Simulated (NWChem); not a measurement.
# CHBClNO; SMILES O=C=NBCl

```xyz
6

B     -0.4535    -0.8127     0.6428
Cl     1.1221    -1.0355     1.4026
H     -1.3765    -1.5071     1.0072
N     -0.6207     0.1555    -0.3647
C     -0.7085     1.0015    -1.2250
O     -0.8101     1.8222    -2.0652
```
Atoms are numbered in this order, from 1.

All runs: NWChem. Structure relaxed at the PBE-D3(BJ)/def2-SVP level. Static field.

For level PBE/aug-cc-pVDZ:

```yaml
isotropic polarisability (bohr³): 54.9
anisotropy (bohr³): 47.9
```

### Question
How do the values read with level B3LYP/aug-cc-pVDZ instead?

### Answer
isotropic polarisability (bohr³): 52.9
anisotropy (bohr³): 44.7
